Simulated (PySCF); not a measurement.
## Dipole moment and polarisability of i-propyl bromide

Compound: i-propyl bromide, C3H7Br.
Cartesian coordinates in Å at the PBE0-D3(BJ)/def2-TZVP level; atoms count from 1:
```
atom  x, y, z in Å
C1    -1.2658   -0.2651   -0.0172
C2     0.0117    0.5278   -0.1480
C3     1.2348   -0.2161    0.3297
Br4    0.2632    1.0432   -2.0314
H5    -1.2045   -1.1965   -0.5829
H6    -2.1274    0.3000   -0.3729
H7    -1.4287   -0.5142    1.0367
H8    -0.0784    1.4876    0.3609
H9     1.1128   -0.4692    1.3879
H10    2.1375    0.3851    0.2215
H11    1.3677   -1.1439   -0.2304
```

Level: CAM-B3LYP/aug-cc-pVTZ (PySCF), static field, nuclei fixed, core orbitals frozen in the response. The polarisability tensor in these axes (au):

```
x   59.47  1.14 -1.20
y    1.14 56.53 -7.82
z   -1.20 -7.82 69.02
```

Question: Give the principal values, the mean and the anisotropy Δα = √{½[(α1 − α2)² + (α2 − α3)² + (α1 − α3)²]}.

Answer: Principal values 52.73, 59.32 and 72.97 au; mean 61.68 au = 9.14 Å³ = 10.17 × 10⁻⁴⁰ C²·m²/J; Δα = 17.87 au (29 % of the mean).

Question: What is the dipole moment, and where does it point?

Answer: (-0.29, -0.72, 2.19) D, 2.33 D in size, pointing from the negative to the positive side. Measured along this direction, the outermost atoms are Br4 at the negative end and H7 and H9 at the positive end.

Question: Give the eigenvalues of the traceless quadrupole moment Θ = ½Σq(3rr − r²1), origin at the centre of nuclear charge.

Answer: -0.98, -0.47, 1.45 D·Å. The values depend on the origin, since the dipole doesn't vanish. The electronic extent ⟨r²⟩ about the same centre is 557 bohr², a root-mean-square distance of 1.61 Å for the 60 electrons.

Question: Molar refractivity from α?

Answer: Lorentz–Lorenz: R = (4π/3)N_A α = 2.5225 cm³/(mol·Å³) × 9.14 Å³ = 23.1 cm³/mol, in the limit of long wavelengths.

Question: Rayleigh depolarisation ratio (linearly polarised light, static tensor)?

Answer: ρ = 3Δα²/(45ᾱ² + 4Δα²) = 958.4/(171175 + 1277.9) = 0.00556.

Question: Form Σ f/ω² (atomic units) for the 10 lowest TDDFT singlets, given as eV and f, and set it beside the mean polarisability, which is this sum over all singlets: 6.13, 0.0001; 6.14, 0.0003; 7.03, 0.0502; 7.03, 0.0589; 7.70, 0.0343; 7.71, 0.0043; 7.84, 0.0000; 7.85, 0.0061; 7.91, 0.0078; 7.93, 0.0178.

Answer: They add up to 2.50 au, 4.1 % of the 61.68 au; the largest single term is 0.88 au, from the state at 7.03 eV. Terms in order: 0.00, 0.01, 0.75, 0.88, 0.43, 0.05, 0.00, 0.07, 0.09, 0.21 au. Higher excitations give the rest. The strengths listed sum to 0.180.

Geometry: PBE0-D3(BJ)/def2-TZVP; no solvent, vibrations or thermal averaging. The calculation is non-relativistic, for bromine too.
